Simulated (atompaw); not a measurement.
**antimony (Sb): one change to a PAW (atompaw) potential, before and after**

```json
{
 "Element": "antimony",
 "Generator": "atompaw 4.2.0.5",
 "Type": "PAW",
 "Functional": "PBEsol",
 "Relativity": "scalar-relativistic",
 "Frozen core": "[Kr] 4d10",
 "Valence charge": "5",
 "Reference configuration": "5s2 5p3",
 "Partial waves": "5s (bound): rc 2.20 bohr; 5s channel at 0.45 Ry: rc 2.20 bohr; 5p (bound): rc 2.20 bohr; 5p channel at 1.55 Ry: rc 2.20 bohr; 5d channel at 0.1 Ry: rc 2.10 bohr",
 "Local potential": "troulliermartins scheme with l = 3 at -0.5 Ry, radius 2.05 bohr",
 "Core correction": "smooth core density matched at 1.15 bohr",
 "Augmentation charge": "sinc compensation charge, radius 2.10 bohr; PAW radius 2.20 bohr; waves and projectors: custom rrkj gramschmidtortho"
}
```

All-electron outer shells of the reference configuration (PBEsol, scalar-relativistic, ld1.x):

```
shell  level (eV)  outermost node (bohr)  outermost maximum (bohr)
   4p     -101.63                   0.39                      0.76
   4d      -33.45                   0.38                      0.84
   5s      -12.88                   0.95                      1.90
   5p       -4.84                   1.04                      2.35
```

Change: added wave 5d channel at 2.35 Ry: rc 2.20 bohr.

Cutoffs: the cutoffs (Ry, on a coarse ladder) from which the occupation-weighted sum of valence levels, in a spherical-Bessel basis at the reference potential, stays within 10 and 1 mRy of its value at 400 Ry; they do not see the model core or the augmentation charge, which bear on the density cutoff.

What does the change do?

Both files are so soft that the ladder of cutoffs tells neither apart; the bound ghosts move from s to d, s; the range in which the d phases agree widens (upper end 0.5 → at the end of the scan).

| quantity | base | changed |
| --- | --- | --- |
| cutoff, loose | 6 Ry | 6 Ry |
| cutoff, tight | 8 Ry | 8 Ry |
| bound ghosts | s | s, d |
| s: phases at 2.21 bohr within 0.05 rad from the reference energy up to (Ry; the scan ends near 5) | to the end of the scan | to the end of the scan |
| p: phases at 2.21 bohr within 0.05 rad from the reference energy up to (Ry; the scan ends near 5) | 2.9 | 2.9 |
| d: phases at 2.21 bohr within 0.05 rad from the reference energy up to (Ry; the scan ends near 5) | 0.5 | to the end of the scan |
| lowest overlap eigenvalue by channel | s 0.28, p 0.46, d 1.00 | s 0.28, p 0.46, d 0.66 |

 A true bound ghost makes a file unfit for plane-wave use even where its test errors are small: the radial tests pick states by their node count and pass the ghost by. The cutoffs see the waves, projectors and local potential, not the compensation charge or the core.
